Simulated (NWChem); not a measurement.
# C₂H₄F₂OSi; SMILES F[Si]1(F)CCO1

```xyz
10

F     -0.0362    -1.3891    -1.2843
Si    -0.0414    -0.3974     0.0000
F     -0.0362    -1.3891     1.2843
C     -1.1389     1.1106     0.0000
C      0.2312     1.8503     0.0000
O      1.1914     0.7393     0.0000
H     -1.7550     1.2760    -0.9039
H     -1.7550     1.2760     0.9039
H      0.3900     2.4757     0.9036
H      0.3900     2.4757    -0.9036
```
Atoms are numbered in this order, from 1.

All runs: NWChem. The geometry was optimised at PBE-D3(BJ)/def2-SVP. B3LYP is NWChem's, with the RPA form of VWN correlation. Level: B3LYP/def2-SVP with SMD (1 M gas to 1 M solution), gas-phase geometry. Reactions with the solvent are ignored.

Among these, which solvent gives the highest value of “cavity-dispersion-structure term (kcal/mol)”?
(A) chloroform
(B) anisole
(C) water
(D) ethanol

C, water. Values: chloroform -0.5; anisole -0.4; ethanol 0.5; water 3.1
